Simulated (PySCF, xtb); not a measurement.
C₃H₃Cl₂F, SMILES C1C([C@@H]1F)(Cl)Cl.

GFN2-xTB (xtb 6.7.1) at its own geometry gives an orbital gap of 5.80 eV and a dipole moment of 2.11 D.

The structure is a stationary point at B3LYP-D3(BJ)/def2-SVP. The structure was generated by enumeration; whether it is a known compound was not checked.

Task: What does ωB97X/def2-TZVP run with PySCF give? (Estimate from the structure and the level; the computed values follow.)

Result: gap 12.66 eV (levels -10.48 and 2.18 eV), dipole 2.10 D.
